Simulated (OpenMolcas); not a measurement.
An input for CH6AlOSi (SMILES [CH3][Al][O][SiH3])

CH6AlOSi has 10 atoms, charge 0, and is taken as a doublet. As SMILES, `[CH3][Al][O][SiH3]`. The shape is that of a PBE0-D4/def2-TZVP optimisation. This is one conformer, not always the lowest.

```xyz
10

C     0.2438    1.9818   -1.3414
Al    1.0865    0.3006   -0.7661
O     0.1942   -0.6607    0.3091
Si   -0.2879   -1.8594    1.2940
H    -0.7010    1.7518   -1.8445
H     0.0148    2.5861   -0.4577
H     0.8698    2.5660   -2.0169
H     0.6868   -2.9846    1.2838
H    -1.6110   -2.3778    0.8547
H    -0.4130   -1.3550    2.6879
```

Settings wanted:

```
method                    : DFT
reference                 : UKS
integral approximation    : none
basis set                 : def2-SVP
task                      : gradient
functional                : B3LYP
dispersion                : none
nucleus                   : point
integration grid          : UltraFine
SCF convergence threshold : 1e-10
```

Task: Give an OpenMolcas 26.06 job that does this.

Result: This one ran through:

mol.xyz:
```
10

C      0.243800     1.981800    -1.341400
Al     1.086500     0.300600    -0.766100
O      0.194200    -0.660700     0.309100
Si    -0.287900    -1.859400     1.294000
H     -0.701000     1.751800    -1.844500
H      0.014800     2.586100    -0.457700
H      0.869800     2.566000    -2.016900
H      0.686800    -2.984600     1.283800
H     -1.611000    -2.377800     0.854700
H     -0.413000    -1.355000     2.687900
```

mol.inp:
```
&GATEWAY
 BASLIB=$CurrDir
 COORD=mol.xyz
 BASIS=def2-SVP
 GROUP=NoSym

&SEWARD
 GRIDINPUT
 Grid=UltraFine
 End of Grid

&SCF
 UHF
 SPIN=2
 KSDFT=B3LYP
 THRESHOLDS=1e-10 1e-07 1e-07 1e-05
 PRORBITALS=1

&ALASKA
```

```bash
$ export MOLCAS_MEM=1860
$ pymolcas mol.inp > mol.log
```

(Basis files named in the input come from the Basis Set Exchange and aren't shown.)

Calculated total energy: -648.70108 Eh, largest force 0.835 eV/Å.
